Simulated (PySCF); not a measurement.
Sb(H)(OH)2 (H₃O₂Sb), SMILES [OH][SbH][OH].

The structure is a stationary point at PBE0-D3(BJ)/def2-TZVP. The def2 effective core potentials stand for the cores of Sb; spin–orbit coupling is left out. Other conformers were not sampled.

The numbers are results of C-PCM-M06-2X/def2-SVP run with PySCF 2.14.0, not measurements.

The values are the electrostatic part of the solvation free energy, E(continuum) − E(gas) at the gas-phase geometry, in a cavity of scaled van der Waals radii (PySCF's table); cavitation and dispersion terms are not included. A continuum can't describe solvent molecules that bind to the metal. In vacuum the orbital gap is 8.97 eV. The dipole moment in vacuum is 1.14 D.

Question: Estimate the values in water (ε = 78.36), 1-octanol (ε = 9.86), methanol (ε = 32.61). (The exact figures need the calculation; the answer reports its results.)

Answer: 
```csv
solvent,ε,ΔG(elec) (kcal/mol),dipole (D),gap (eV)
water,78.36,-8.5,1.45,9.10
1-octanol,9.86,-7.7,1.42,9.09
methanol,32.61,-8.3,1.45,9.09
```
